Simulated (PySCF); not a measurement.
C8H8.
SMILES with atom numbers: `[CH2:1]=[C:2]1[CH:3]=[CH:4][CH:5]=[CH:6][CH:7]=[CH:8]1` (hydrogens: H9, H10 on C1; H11 on C3; H12 on C4; H13 on C5; H14 on C6; H15 on C7; H16 on C8)

The same species was optimised twice, with GFN2-xTB and with PBE0-D3(BJ)/def2-SVP (PySCF), and the same property calculations (PySCF, gas phase) were run on both structures.

```tsv
coordinate	GFN2-xTB	PBE0-D3(BJ)/def2-SVP	change
C1=C2 (Å)	1.346	1.356	+0.010
C7–C8 (Å)	1.344	1.354	+0.010
C3–C4 (Å)	1.344	1.354	+0.010
C2–C8 (Å)	1.454	1.463	+0.009
C2–C3 (Å)	1.453	1.463	+0.010
C4–C5 (Å)	1.436	1.445	+0.009
C6–C7 (Å)	1.436	1.445	+0.009
C5–C6 (Å)	1.347	1.355	+0.008
C3–C2–C8 (°)	122.7	122.0	-0.7
C3–C4–C5 (°)	129.6	130.0	+0.4
C6–C7–C8 (°)	129.6	130.0	+0.4
C1–C2–C8 (°)	118.6	119.0	+0.4
C1–C2–C3 (°)	118.6	119.0	+0.4
C5–C6–C7 (°)	128.2	127.9	-0.3
C4–C5–C6 (°)	128.2	127.9	-0.3
C2–C8–C7 (°)	130.9	131.1	+0.2
```

Rotational constants: A = 3725, B = 2037, C = 1317 MHz (GFN2-xTB) against A = 3694, B = 1999, C = 1297 MHz (PBE0-D3(BJ)/def2-SVP). Point groups within 0.08 Å: C2v and C2v.

On the GFN2-xTB structure: lowest singlet, TDDFT (eV) 2.83 [wB97X-D/def2-SVPD]; lowest triplet, Tamm–Dancoff (eV) 1.90 [wB97X-D/def2-SVPD]; isotropic polarisability (au) 100.9 [wB97X-D/def2-SVPD]; HOMO (eV) -7.22 [wB97X-D/def2-SVPD]; LUMO (eV) -0.14 [wB97X-D/def2-SVPD]; dipole (D) 0.67 [wB97X-D/def2-SVPD]; HOMO (eV) -5.57 [PBE0/pcSseg-1]; LUMO (eV) -1.85 [PBE0/pcSseg-1]; dipole (D) 0.70 [PBE0/pcSseg-1]; GIAO shielding of C1 (ppm) 72.2 [PBE0/pcSseg-1]; GIAO shielding of C2 (ppm) 32.0 [PBE0/pcSseg-1]; GIAO shielding of C3/C8 (mean) (ppm) 38.1 [PBE0/pcSseg-1]; GIAO shielding of C4/C7 (mean) (ppm) 53.1 [PBE0/pcSseg-1]; GIAO shielding of C5/C6 (mean) (ppm) 47.4 [PBE0/pcSseg-1].

Task: What do these properties become on the PBE0-D3(BJ)/def2-SVP structure?

Result: 
```
                                    property              level  on GFN2-xTB  on PBE0-D3(BJ)/def2-SVP  change
                  lowest singlet, TDDFT (eV)  wB97X-D/def2-SVPD         2.83                     2.82   -0.01
           lowest triplet, Tamm–Dancoff (eV)  wB97X-D/def2-SVPD         1.90                     1.88   -0.02
               isotropic polarisability (au)  wB97X-D/def2-SVPD        100.9                    102.9    +2.0
                                   HOMO (eV)  wB97X-D/def2-SVPD        -7.22                    -7.23   -0.01
                                   LUMO (eV)  wB97X-D/def2-SVPD        -0.14                    -0.18   -0.04
                                  dipole (D)  wB97X-D/def2-SVPD         0.67                     0.69   +0.02
energy, GFN2-xTB geometry as zero (kcal/mol)  wB97X-D/def2-SVPD          0.0                     -0.9    -0.9
                                   HOMO (eV)      PBE0/pcSseg-1        -5.57                    -5.58   -0.01
                                   LUMO (eV)      PBE0/pcSseg-1        -1.85                    -1.88   -0.03
                                  dipole (D)      PBE0/pcSseg-1         0.70                     0.72   +0.02
energy, GFN2-xTB geometry as zero (kcal/mol)      PBE0/pcSseg-1          0.0                     -0.3    -0.3
                  GIAO shielding of C1 (ppm)      PBE0/pcSseg-1         72.2                     69.8    -2.4
                  GIAO shielding of C2 (ppm)      PBE0/pcSseg-1         32.0                     29.9    -2.1
        GIAO shielding of C3/C8 (mean) (ppm)      PBE0/pcSseg-1         38.1                     35.8    -2.3
        GIAO shielding of C4/C7 (mean) (ppm)      PBE0/pcSseg-1         53.1                     50.8    -2.3
        GIAO shielding of C5/C6 (mean) (ppm)      PBE0/pcSseg-1         47.4                     45.2    -2.2
```

The heavy atoms differ by 0.015 Å rms after alignment. Among bonds between heavy atoms C1=C2, C2–C3, C2–C8, C3–C4, C4–C5, C6–C7 and C7–C8 change most and about equally (+0.009 to +0.010 Å). Changes are differences of the printed values. Neither structure is proved a minimum here.

wB97X-D is run here without its empirical dispersion term; that term would change no orbital, density or response property at a fixed geometry.
